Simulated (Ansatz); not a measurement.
Molecule: thiophen-3-amine, C4H5NS, charge 0, multiplicity 1. 
Coordinates optimised at B3LYP-D3(BJ)/def2-TZVP (Ansatz, a first-principles code):
SMILES: c1(N)cscc1
```xyz
11

N     -2.0348    -1.2204     0.3367
C     -0.8331    -0.5416     0.1140
C      0.4311    -1.2084     0.0961
C      1.4777    -0.3509    -0.0665
S      0.9559     1.2775    -0.1913
C     -0.6975     0.8142    -0.0368
H     -2.8589    -0.7074     0.0634
H     -2.0530    -2.1567    -0.0386
H      0.5428    -2.2778     0.2097
H      2.5265    -0.5926    -0.1138
H     -1.4770     1.5578    -0.0571
```

Dipole moments at this geometry, in debye (magnitudes).

```json
[
 {"level": "revPBE/def2-TZVPD", "program": "Ansatz", "dipole (D)": "1.84"},
 {"level": "B97M-V/def2-TZVPD", "program": "Ansatz", "dipole (D)": "…"},
 {"level": "PBE0/def2-TZVPD", "program": "Ansatz", "dipole (D)": "1.83"},
 {"level": "r2SCANh/def2-TZVPD", "program": "Ansatz", "dipole (D)": "1.87"},
 {"level": "CAM-B3LYP/def2-TZVPD", "program": "Ansatz", "dipole (D)": "1.77"},
 {"level": "CCSD(T)/aug-cc-pV(D+d)Z", "program": "Ansatz", "dipole (D)": "…"}
]
```

Q: Complete the blanks.

A: 
- B97M-V/def2-TZVPD, dipole (D): 1.86
- CCSD(T)/aug-cc-pV(D+d)Z, dipole (D): 1.70
